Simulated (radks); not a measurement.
Question: Species: Er19+. Configuration: [Kr] 4d10 4f3. Calculated with a radial shooting solver on a logarithmic mesh with Libxc functionals: Dirac Kohn-Sham, PBE, spin-unpolarised, spherical densities, finite nucleus; open shells fill j = l - 1/2 first; Fermi nuclear charge, rms radius 5.2516 fm.

Spin-orbit splittings of the eigenvalues, e(l+1/2) - e(l-1/2), with zeta = 2 splitting/(2l+1) and mean radii in bohr:

shell  occ.  splitting (eV)  zeta (eV)  <r> j=l-1/2  <r> j=l+1/2
2p        6           916.5      611.0      0.07148      0.07877
3p        6           192.9      128.6       0.2144       0.2280
3d       10           42.09      16.84       0.2010       0.2052
4p        6               ?          ?       0.4974       0.5234
4d       10           9.367      3.747       0.5327       0.5406
4f        3           1.979     0.5653       0.5466       0.5500
5p        0           14.65      9.769       0.9894        1.027

Estimate the 4p splitting.

Answer: 47.76 eV (zeta = 31.84 eV).
